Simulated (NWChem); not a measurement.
C₃H₄BrF; SMILES Br/C(C)=C/F

```xyz
9

C     -1.6971    -0.8798     0.0000
C     -0.2452    -0.5327     0.0000
Br     0.2008     1.3214     0.0000
C      0.7740    -1.4129     0.0000
F      0.5458    -2.7399     0.0000
H     -2.2072    -0.4637     0.8933
H     -1.8175    -1.9802     0.0000
H     -2.2072    -0.4637    -0.8933
H      1.8422    -1.1467     0.0000
```
Atoms are numbered in this order, from 1.

Level: PBE-D3(BJ)/def2-SVP (NWChem), optimised geometry, unscaled harmonic frequencies. This build's default masses of Se (78.918 u) and Br (79.917 u) are each other's, which moves their modes by up to 0.6 %.

Question: List the harmonic frequencies with IR intensities, and the thermochemistry.

Answer: 
| frequency (cm⁻¹) | IR intensity (km/mol) |
|---|---|
| 174 | 0.1 |
| 220 | 3.5 |
| 252 | 0.3 |
| 281 | 1.2 |
| 372 | 2.9 |
| 409 | 13.1 |
| 717 | 16.2 |
| 808 | 13.9 |
| 952 | 4.7 |
| 1008 | 0.2 |
| 1063 | 105.9 |
| 1150 | 101.1 |
| 1285 | 0.0 |
| 1347 | 7.7 |
| 1394 | 13.4 |
| 1399 | 1.3 |
| 1690 | 27.6 |
| 2973 | 10.0 |
| 3051 | 4.2 |
| 3086 | 1.8 |
| 3145 | 2.2 |

```
Quantity                                                                            Value
-----------------------------------------------------------------------  ----------------
zero-point energy                                                           38.3 kcal/mol
thermal correction to the enthalpy at 298.15 K (with zero-point energy)     42.5 kcal/mol
heat capacity Cv                                                         19.4 cal/(mol K)
entropy at 298.15 K and 1 atm (symmetry number 1)                        78.6 cal/(mol K)
dipole moment                                                                      0.44 D
```

Rigid rotor and harmonic oscillator.
